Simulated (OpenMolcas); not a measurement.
Mo3+ (d3) among equal point charges was computed by CASSCF with the d shell active (OpenMolcas, ANO-RCC-VTZP on the metal). Its lowest spin-free states, and all those of the highest spin:

```json
{"2S+1": "4", "Degeneracy": "1", "E (cm-1)": "0.0"}
{"2S+1": "2", "Degeneracy": "2", "E (cm-1)": "9967"}
{"2S+1": "2", "Degeneracy": "1", "E (cm-1)": "11114"}
{"2S+1": "4", "Degeneracy": "1", "E (cm-1)": "11572"}
{"2S+1": "2", "Degeneracy": "1", "E (cm-1)": "12590"}
{"2S+1": "2", "Degeneracy": "1", "E (cm-1)": "13039"}
{"2S+1": "4", "Degeneracy": "2", "E (cm-1)": "13096"}
{"2S+1": "2", "Degeneracy": "1", "E (cm-1)": "17191"}
{"2S+1": "2", "Degeneracy": "2", "E (cm-1)": "17239"}
{"2S+1": "4", "Degeneracy": "1", "E (cm-1)": "25668"}
{"2S+1": "2", "Degeneracy": "1", "E (cm-1)": "26809"}
{"2S+1": "2", "Degeneracy": "1", "E (cm-1)": "26944"}
{"2S+1": "4", "Degeneracy": "2", "E (cm-1)": "27527"}
{"2S+1": "4", "Degeneracy": "1", "E (cm-1)": "49822"}
{"2S+1": "4", "Degeneracy": "2", "E (cm-1)": "55011"}
```

Problem. Is the site octahedral, tetrahedral or cube-like, axial, or of lower symmetry?

Solution. The states with 2S+1 = 4 have orbital degeneracies 1, 1, 2, 1, 2, 1, 2. There are pairs but no triples, so the site is axial: not cubic, but with a proper or improper axis of order three or more. The run had Mo3+ among 4 point charges of -2.5 e arranged as a square (D4h), 2.01 Å from the ion. The active orbitals were held to one l.

Without dynamic correlation the repulsion within the d shell is too large (B by tens of per cent), so at a given field states of lower spin stand too high. This is an electrostatic model: the charges have no orbitals. No measured value stands beside these numbers.
